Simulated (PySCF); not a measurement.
**Magnetisability: SMILES C(#[N+]C)C(OC)OC, [C5H10NO2]+, charge +1**

Geometry (Å), atoms numbered from 1 in this order:
```xyz
18

C     3.3455    0.3785   -0.7304
N     2.0766    0.0311   -0.3484
C     1.0277   -0.3063   -0.0213
C    -0.3214   -0.4818    0.5370
O    -1.1335   -1.0580   -0.4144
C    -2.3055   -1.6838    0.1112
O    -0.7179    0.7567    1.0288
C    -1.1658    1.7142    0.0702
H     4.0107    0.3354    0.1359
H     3.6995   -0.3149   -1.4981
H     3.3367    1.3944   -1.1338
H    -0.1994   -1.1251    1.4362
H    -2.8658   -2.0165   -0.7584
H    -2.9027   -0.9784    0.6919
H    -2.0374   -2.5429    0.7306
H    -1.6876    2.4719    0.6494
H    -1.8475    1.2630   -0.6518
H    -0.3210    2.1688   -0.4529
```

Total charge +1.

Level of theory: PySCF 2.14.0, GIAO X3LYP/6-31G magnetisability, non-relativistic, IEF-PCM chloroform. Geometry: GFN2-xTB.

Q: What are the magnetisability and the molar susceptibility?

A: Isotropic -1188 × 10⁻³⁰ J/T², or -71.5 × 10⁻⁶ cm³/mol; principal values -1340, -1146, -1077 × 10⁻³⁰ J/T², anisotropy 237 × 10⁻³⁰ J/T² (root of half the summed squared differences of the principal values). The susceptibility is in cgs units.

Q: Split it along the inertial axes a, b, c into diamagnetic and paramagnetic parts about the centre of mass, with the quadrupole moment.

A: 
```tsv
axis	χ (10⁻⁶ cm³/mol)	diamagnetic (10⁻⁶ cm³/mol)	paramagnetic (10⁻⁶ cm³/mol)	summed x² of all electrons (Å²)	quadrupole Θ (D Å)
a	-80.2	-452.0	371.8	242.0	+33.66
b	-66.5	-1138.3	1071.8	80.2	-13.45
c	-67.9	-1367.0	1299.1	26.3	-20.21
```
Anisotropies 2χaa − χbb − χcc = -26.1 and 2χbb − χaa − χcc = +15.2 × 10⁻⁶ cm³/mol. Θ is traceless in Buckingham's convention.
